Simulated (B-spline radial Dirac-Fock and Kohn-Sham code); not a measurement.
## Relativistic shifts of the levels of Gd²²⁺

System: gadolinium as Gd²²⁺ in the configuration [Kr] 4d6.

Both columns are ΔSCF binding energies of the configuration average from a radial finite-basis atomic code: non-relativistic Hartree-Fock with a point nucleus, and Dirac-Fock with a finite nucleus and the Coulomb interaction alone, averaged over the two j levels with weights 2j+1.

```
shell  Hartree-Fock (eV)  Dirac-Fock (eV)  shift (eV)  shift (%)
   1s            48127.8          51116.9    +2989.13      +6.21
   2s             8302.3           9072.0     +769.65      +9.27
   2p             7911.9           8157.0     +245.18      +3.10
   3s             2362.1           2545.0     +182.96      +7.75
   3p             2188.4           2253.2      +64.80      +2.96
   3d             1868.7           1854.7      -13.91      -0.74
   4s              926.4            977.6      +51.21      +5.53
   4p              851.5            869.9      +18.41      +2.16
   4d              725.6            723.2       -2.35      -0.32
```

Relativity binds 1s, 2s, 2p, 3s, 3p, 4s, 4p more strongly, among those listed most of all 2s in relative terms, and 3d, 4d more weakly, because the contracted s and p shells screen the nucleus better.

Values without a named source are computed, but for edge energies of neutral atoms, which are taken from tables.
